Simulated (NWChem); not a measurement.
System: BeHSeF; SMILES [SeH][Be][F]

```xyz
4

Be     0.0224     1.1349     0.0000
F      0.1160     2.5068     0.0000
Se    -0.1579    -0.9030     0.0000
H      1.3178    -1.0533     0.0000
```
Atoms are numbered in this order, from 1.

Level: B3LYP/6-31G* (spherical d) (NWChem), optimised geometry, unscaled harmonic frequencies. This build's default masses of Se (78.918 u) and Br (79.917 u) are each other's, which moves their modes by up to 0.6 %.

| frequency (cm⁻¹) | IR intensity (km/mol) |
|---|---|
| 224 | 53.6 |
| 264 | 47.8 |
| 390 | 2.6 |
| 598 | 1.8 |
| 1385 | 259.2 |
| 2392 | 22.4 |

```json
{
  "zero_point_energy": "7.5 kcal/mol",
  "thermal correction to the enthalpy at 298.15 K (with zero-point energy)": "10.8 kcal/mol",
  "heat capacity Cv": "12.1 cal/(mol K)",
  "entropy at 298.15 K and 1 atm (symmetry number 1)": "67.8 cal/(mol K)",
  "dipole_moment": "0.66 D"
}
```

Rigid rotor and harmonic oscillator.
